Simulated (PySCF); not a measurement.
Job file and geometry (Å, from GFN2-xTB) of an NMR shielding run on SMILES CC(=S)[C@@H]1CC=C[SiH2]C1, C7H12SSi, GIAO PBE0/pcSseg-1 NMR shielding, non-relativistic, gas phase (PySCF 2.14.0, density-fitted response routines); density fitting, a coarse starting grid and PySCF grid level 2 are the driver's defaults:

```
$ OMP_NUM_THREADS=1 python probes_run.py task.json out

{"job": {"kind": "nmr", "xc": "PBE0", "basis": "pcSseg-1"}, "charge": 0, "multiplicity": 1}
C      2.703006     0.188718     0.296401
C      1.792065    -0.500281    -0.659300
S      2.383549    -1.518029    -1.782942
C      0.315072    -0.274107    -0.549245
C     -0.041099     1.202603    -0.347162
C     -1.511038     1.490862    -0.408393
C     -2.476449     0.644800    -0.067383
Si    -2.129983    -1.084278     0.572187
C     -0.226241    -1.142831     0.596755
H      2.317566     0.137833     1.313570
H      3.695497    -0.253243     0.260776
H      2.787308     1.242351     0.025073
H     -0.145248    -0.619581    -1.481360
H      0.333557     1.542584     0.624088
H      0.462933     1.796413    -1.115117
H     -1.752598     2.492517    -0.748727
H     -3.502155     0.978360    -0.151640
H     -2.655545    -1.261575     1.930769
H     -2.664509    -2.107619    -0.332761
H      0.165086    -0.775595     1.546591
H      0.140306    -2.162958     0.477347
```

Q: What does the program print?

A: 
```
coarse grid: 18296 points
cycle   1  E = -960.8387925390  dE =  1.084e+00  |g| = 4.882e-01  |ddm| = 4.289e+00
cycle   2  E = -960.7931985379  dE =  4.559e-02  |g| = 6.631e-01  |ddm| = 1.177e+00
cycle   3  E = -960.8995877660  dE = -1.064e-01  |g| = 1.650e-01  |ddm| = 7.920e-01
cycle   4  E = -960.9061862019  dE = -6.598e-03  |g| = 5.350e-02  |ddm| = 2.447e-01
cycle   5  E = -960.9069419165  dE = -7.557e-04  |g| = 1.453e-02  |ddm| = 8.938e-02
cycle   6  E = -960.9069981499  dE = -5.623e-05  |g| = 3.286e-03  |ddm| = 2.133e-02
cycle   7  E = -960.9070001940  dE = -2.044e-06  |g| = 1.575e-03  |ddm| = 4.357e-03
final grid: 166592 points
cycle   8  E = -960.9654345504  dE = -5.226e-05  |g| = 1.177e-02  |ddm| = 4.375e-02
cycle   9  E = -960.9653592623  dE =  7.529e-05  |g| = 2.008e-02  |ddm| = 3.404e-02
cycle  10  E = -960.9654683078  dE = -1.090e-04  |g| = 3.493e-03  |ddm| = 2.620e-02
cycle  11  E = -960.9654715244  dE = -3.217e-06  |g| = 4.461e-04  |ddm| = 4.113e-03
cycle  12  E = -960.9654715654  dE = -4.103e-08  |g| = 1.813e-04  |ddm| = 6.790e-04
cycle  13  E = -960.9654715727  dE = -7.300e-09  |g| = 7.261e-05  |ddm| = 2.135e-04
cycle  14  E = -960.9654715740  dE = -1.297e-09  |g| = 1.748e-05  |ddm| = 8.690e-05
cycle  15  E = -960.9654715741  dE = -8.140e-11  |g| = 3.418e-06  |ddm| = 2.008e-05
converged SCF energy = -960.9654715741

GIAO shielding tensors (ppm)
atom      isotropic    diamagn.    paramagn.     s11        s22        s33       span
  0 C      149.551     248.481     -98.930    127.555    141.147    179.952     52.398
  1 C      -98.167     259.626    -357.792   -274.575   -162.941    143.016    417.590
  2 S     -470.217    1057.307   -1527.524  -1568.510   -355.170    513.028   2081.538
  3 C      125.335     249.785    -124.450    102.911    113.963    159.130     56.219
  4 C      150.482     251.550    -101.068    137.306    154.792    159.349     22.043
  5 C       28.228     252.781    -224.552    -95.864     25.402    155.147    251.011
  6 C       59.965     259.885    -199.920    -54.288     51.946    182.236    236.524
  7 Si     407.505     880.697    -473.192    390.060    394.772    437.682     47.623
  8 C      167.830     253.089     -85.259    144.417    167.535    191.539     47.122
  9 H       28.603      30.692      -2.089     24.438     29.584     31.786      7.347
 10 H       28.559      29.040      -0.481     24.723     28.374     32.578      7.855
 11 H       29.095      29.164      -0.069     24.754     29.284     33.248      8.494
 12 H       28.300      34.738      -6.439     24.968     27.365     32.565      7.597
 13 H       29.358      33.096      -3.739     26.174     28.255     33.644      7.470
 14 H       29.359      32.678      -3.319     24.955     28.311     34.811      9.856
 15 H       24.380      29.577      -5.197     22.071     24.318     26.751      4.679
 16 H       25.647      28.241      -2.595     24.690     25.347     26.903      2.212
 17 H       27.311      28.468      -1.157     24.015     24.916     33.003      8.988
 18 H       27.173      28.868      -1.695     23.762     24.948     32.808      9.045
 19 H       30.667      33.026      -2.358     26.239     30.192     35.571      9.332
 20 H       30.587      32.179      -1.592     26.302     29.362     36.097      9.795
```

Q: Turn these shieldings into chemical shifts. Chemical shifts δ = σref − σ; ¹³C (σref 186.93) and ²⁹Si (σref 349.16) and ¹H (σref 31.72) vs TMS; CS2 for ³³S (σref 503.73), all at this level.

A: Averaging equivalent atoms: C 1: 285.1; C 5: 158.7; C 6: 127.0; C 3: 61.6; C 0: 37.4; C 4: 36.4; C 8: 19.1; S 2: 974; Si 7: -58.3; H 15: 7.34; H 16: 6.07; H 18: 4.54; H 17: 4.41; H 12: 3.42; H 9/10/11: 2.96; H 13: 2.36; H 14: 2.36; H 20: 1.13; H 19: 1.05 ppm. 

Size and cost of the density-fitted run: 227 basis functions, 70 s wall time on 1 thread of an Arm Neoverse V2, shared host; peak memory 1.1 GiB.
